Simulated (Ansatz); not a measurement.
The same path of C$_{2}$H$_{10}$SSi$_{2}$ (15 atoms, charge 0, multiplicity 1) was run 3 times with different band settings. The coordinate that changes most is the dihedral H8–C1–S2–Si3.

The calculation used Ansatz 0.2.0, RKS PBE/def2-SVP.

Relaxed end points:

```xyz
15
Properties=species:S:1:pos:R:3
C -1.526 0.786 2.135
S 0.231 0.821 1.593
Si 0.050 0.183 -0.470
C -0.511 -1.620 -0.643
Si 2.195 0.528 -1.386
H -1.540 1.151 3.180
H -1.943 -0.240 2.114
H -2.151 1.458 1.514
H -0.953 1.069 -1.174
H -0.594 -1.898 -1.715
H 0.210 -2.305 -0.155
H -1.506 -1.772 -0.175
H 2.581 1.981 -1.324
H 3.221 -0.279 -0.635
H 2.214 0.087 -2.828
```

```xyz
15
Properties=species:S:1:pos:R:3
C -1.500 0.459 2.248
S 0.265 0.455 1.729
Si 0.074 0.267 -0.422
C -0.625 -1.410 -0.963
Si 2.257 0.619 -1.242
H -2.060 1.283 1.764
H -1.504 0.620 3.343
H -1.994 -0.508 2.032
H -0.843 1.357 -0.932
H -0.706 -1.455 -2.069
H 0.028 -2.237 -0.621
H -1.639 -1.571 -0.543
H 2.749 1.997 -0.891
H 3.204 -0.399 -0.661
H 2.272 0.471 -2.743
```

Common settings: optimiser quadratic models (default); start path IDPP; force threshold 0.03 eV/Å; iteration limit 60; end points relaxed.

| run | movable images | climbing image | spring |
| --- | --- | --- | --- |
| 1 | 7 | yes | 5.0 eV/Å² |
| 2 | 3 | no | 5.0 eV/Å² |
| 3 | 7 | yes | 2.0 to 10.0 eV/Å², energy-weighted |

(1) What does each run give, and how far can it be trusted?

## Answers

(1) Run 1: converged after 5 iterations, highest image 0.038 eV above the first end. A vibrational analysis at the climbing image gives one clearly imaginary mode, 124i cm⁻¹: a first-order saddle point.
Run 2: converged after 5 iterations, highest image 0.038 eV above the first end. No image climbed, so the highest image needn't sit at the top of the path. So few images can step over the top or miss a turn of the path.
Run 3: converged after 5 iterations, highest image 0.038 eV above the first end. Another band between the same ends (7 images) ends at a top of the same energy, where a vibrational analysis finds 1 clearly imaginary mode.
